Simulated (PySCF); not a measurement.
# Radial density of B (boron, neutral)

TPSS, [He] 2s2 2p1, 2P determinant. Calculation: PySCF 2.14, in def2-SVP; no relativity, point nucleus.

```csv
r (bohr),4πr²ρ (e/bohr),4πr²(ρα − ρβ)
0.00553,0.02464,0.0000
0.00929,0.06872,0.0001
0.0156,0.1871,0.0002
0.0263,0.4817,0.0005
0.0442,1.131,0.0012
0.0744,2.388,0.0025
0.125,4.103,0.0046
0.210,5.133,0.0106
0.354,3.747,0.0397
0.596,1.377,0.1369
1.00,1.063,0.3380
1.68,1.444,0.4248
2.83,0.6441,0.2171
4.77,0.06404,0.0329
8.02,0.0001549,0.0001
```
